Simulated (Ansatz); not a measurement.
Ge12Mo. Total charge 0; singlet. Geometry PBE-D4/def2-SVP, basis def2-TZVP, Ansatz.

```xyz
13

Mo    0.000    0.000    0.000
Ge   -2.148    1.776   -0.791
Ge    0.373   -1.128    2.439
Ge    2.147   -1.776    0.792
Ge    2.539   -0.026   -0.957
Ge   -0.845    1.057    2.561
Ge    0.249   -2.612   -0.692
Ge   -2.539    0.024    0.958
Ge   -0.375    1.130   -2.438
Ge    1.480    2.241   -1.086
Ge    0.845   -1.055   -2.562
Ge   -1.478   -2.242    1.085
Ge   -0.248    2.612    0.690
```

| run | HOMO (eV) | LUMO (eV) |
| --- | --- | --- |
| A | -6.15 | -3.46 |
| B | -5.63 | -4.69 |
| C | -5.67 | -4.36 |
| D | -5.43 | -4.41 |

In the def2 sets Mo takes a core potential; there is no spin–orbit coupling. Single mean-field runs in def2-TZVP are fitted with def2-universal-jkfit. No other spin state of charge 0 was run. Another isomer (singlet) lies 0.08 eV lower at PBE0-D4/def2-TZVP; other spin states weren't run for this one.

Task: The runs used LDA (SPW92), PBE, PBE0, r2SCAN. Estimate which is which.

Result: A PBE0 (25 % exact exchange); B LDA (SPW92) (0 % exact exchange); C r2SCAN (0 % exact exchange); D PBE (0 % exact exchange). Exact exchange lowers occupied and raises empty levels; among semilocal functionals meta-GGAs tend to open the gap a little, and such runs are hard to tell apart. The gap grows from 0.95 eV (LDA (SPW92)) to 2.69 eV (PBE0). The restricted singlet is unstable towards broken spin symmetry in Hartree–Fock (as tested in another run); at PBE0-D4/def2-TZVP, LDA (SPW92)/def2-TZVP, r2SCAN-D4/def2-TZVP, PBE-D4/def2-TZVP this wasn't settled.
